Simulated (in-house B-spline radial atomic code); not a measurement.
How numerical settings move a run on Kr II (Kr+), [Ar] 3d10 4s2 4p5. Computed with a B-spline radial code for spherical atoms: non-relativistic AM05, spherical fractional occupations, point nucleus.

Command:
```bash
python run_scf.py task.json out
```
Settings of the sound reference run:
```
Z                36
electrons        35
configuration    [Ar] 3d10 4s2 4p5
hamiltonian      nr
method           am05
spin_polarised   False
knot_spacing     0.22
spline_order     8
gauss_points     12
box_radius       35.29
max_iterations   70
damping          0.5
damped_steps     3
diis_vectors     10
tolerance        1e-08
start            Thomas-Fermi
```

Run time, properties included: 0.26 s on 1 thread of Arm Neoverse N1, with other jobs on the host.

It converges in 9 iterations to -2749.770762 hartree, with 4p at -19.5279 eV. The other runs change the listed settings, some to values that make no sense; their results aren't properties of the atom or ion. Radii are in bohr (the nuclear one in fm), a minus after a letter asks for a j subshell, and «unchanged» means within 1e-8 hartree. The run stops when the residual is below 10 × tolerance × max(1, Z/10), or a noise floor if that is larger, and the energy moves by less than 1e-8 × √|E| hartree; so very loose and very tight tolerances often act alike.

```tsv
changed settings	outcome
knot_spacing = 0.3, first_knot = 0.000278, max_iterations = 2	not converged after 2 iterations, last residual 2.5e-01, last energy +8.63e-01 hartree from the reference
damped_steps = 1	converged in 8 iterations, energy unchanged, 4p level -9.7e-06 eV
diis_vectors = 4	converged in 9 iterations, energy unchanged, 4p level +2.1e-06 eV
max_iterations = 3	not converged after 3 iterations, last residual 1.7e-02, last energy +8.67e-03 hartree from the reference
damped_steps = 30	converged in 16 iterations, energy unchanged, 4p level -6.4e-06 eV
knot_spacing = 1.4, gauss_points = 3, max_iterations = 100, damped_steps = 0	converged in 8 iterations, energy +1.44e+02 hartree from the reference, 4p level -3.5e+00 eV (the program warns: 4p reaches the box edge; 1s reaches the box edge)
electrons = 37, configuration = [Ar] 3d10 4s2 4p7, max_iterations = 75	stopped with error: shell 4p holds at most 6 electrons
max_iterations = 12	converged in 9 iterations, energy unchanged
electrons = 38, configuration = [Ar] 3d10 4s2 4p5 5s3, max_iterations = 100	stopped with error: shell 5s holds at most 2 electrons
max_iterations = 8	not converged after 8 iterations, last residual 9.9e-06, last energy +1.80e-09 hartree from the reference
diis_vectors = 2	converged in 13 iterations, energy unchanged, 4p level -2.9e-05 eV
box_radius = 5.29, max_iterations = 50, start = bare nucleus	converged in 11 iterations, energy +7.62e-03 hartree from the reference, 4p level +2.3e-01 eV (the program warns: 4p reaches the box edge; 4s reaches the box edge)
max_iterations = 5	not converged after 5 iterations, last residual 1.9e-03, last energy +1.24e-04 hartree from the reference
```

Q: What happens with diis_vectors = 1?

A: Not converged after 70 iterations, last residual 1.9e-03, last energy +5.84e-05 hartree from the reference.

Q: What happens with damped_steps = 0?

A: Converged in 8 iterations, energy unchanged, 4p level -1.4e-05 eV.

Q: What happens with max_iterations = 60, damped_steps = 1, start = bare nucleus?

A: Converged in 10 iterations, energy unchanged, 4p level -2.0e-05 eV.

Q: What happens with max_iterations = 2?

A: Not converged after 2 iterations, last residual 1.9e-01, last energy +8.63e-01 hartree from the reference.
